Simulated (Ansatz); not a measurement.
Consider the redistribution: `O[SiH]([SiH3])S` + `[SiH3]O[SiH2][SiH3]` → `O[Si]([SiH3])([SiH3])S` + `O[SiH2][SiH3]`.

Computed with Ansatz on PBE0-D4/def2-TZVP structures; ΔE is electronic, products minus reactants. CBS: MP2 limit from def2 TZ/QZ plus the TZ coupled-cluster correction, frozen cores. Functionals use def2-TZVPP. B3LYP here is the variant with VWN-RPA as its local correlation; programs differ in this. Each species was taken in one conformer, which may not be the lowest.

`O[SiH]([SiH3])S`:

Cartesian coordinates in Å:
```
O 0.744 -0.036 -1.778
Si 0.144 0.513 -0.346
Si -1.023 -1.271 0.606
S 1.686 1.113 1.025
H 1.420 0.491 -2.209
H -0.697 1.725 -0.546
H -1.796 -0.774 1.774
H -0.058 -2.306 1.067
H -1.959 -1.880 -0.376
H 1.540 2.425 0.782
```

`[SiH3]O[SiH2][SiH3]`:

```xyz
12

Si   -0.062    1.800    1.232
O     0.986    0.674    0.680
Si    1.168   -0.674   -0.236
Si   -0.875   -1.398   -1.135
H    -1.435    1.494    0.744
H    -0.054    1.793    2.716
H     0.347    3.139    0.740
H     1.755   -1.748    0.610
H     2.126   -0.379   -1.336
H    -1.472   -0.355   -2.013
H    -1.848   -1.722   -0.056
H    -0.636   -2.623   -1.946
```

`O[Si]([SiH3])([SiH3])S`:

```xyz
13

O     1.984    0.524    0.009
Si    0.337    0.388   -0.064
Si   -0.391   -0.780   -1.967
Si   -0.311   -0.613    1.947
S    -0.642    2.289   -0.251
H     2.408    1.049   -0.674
H    -1.867   -0.955   -1.928
H     0.253   -2.120   -2.010
H    -0.025   -0.037   -3.205
H    -0.067    0.333    3.070
H     0.438   -1.873    2.199
H    -1.765   -0.917    1.879
H    -0.351    2.710    0.993
```

`O[SiH2][SiH3]`:

Z-matrix (Å, degrees):
```
Si
Si 1 2.347
O 1 1.654 2 112.4
H 1 1.484 2 110.6 3 117.6
H 1 1.493 2 108.5 3 -123.5
H 2 1.489 1 110.0 3 177.8
H 2 1.491 1 110.1 3 58.6
H 2 1.488 1 111.4 3 -61.5
H 3 0.958 1 117.6 2 -58.8
```

```csv
level,ΔE (kcal/mol)
B3LYP-D4,23.7
MP2/def2-TZVPP,25.3
```

**Question.** What does CCSD(T)/CBS give? (An estimate is asked.)

**Answer.** Computed: +24.1 kcal/mol. The listed levels differ from it by -0.4, 1.2 kcal/mol.

Largest T1 diagnostic among the species: 0.013.

In def2-TZVPP, CCSD(T) changes the Hartree–Fock value by −7.7 kcal/mol (the triples alone add −1.3 kcal/mol) and MP2 by −6.5 kcal/mol. The D4 term adds −0.7 kcal/mol with B3LYP and −0.4 kcal/mol with PBE0; it sums over pairs of atoms, weighted by their polarisabilities, and B3LYP, whose exchange is more repulsive, gets the larger term. From PBE to PBE0 (25 % exact exchange), in def2-TZVPP and without D4, ΔE moves by +2.5 kcal/mol.
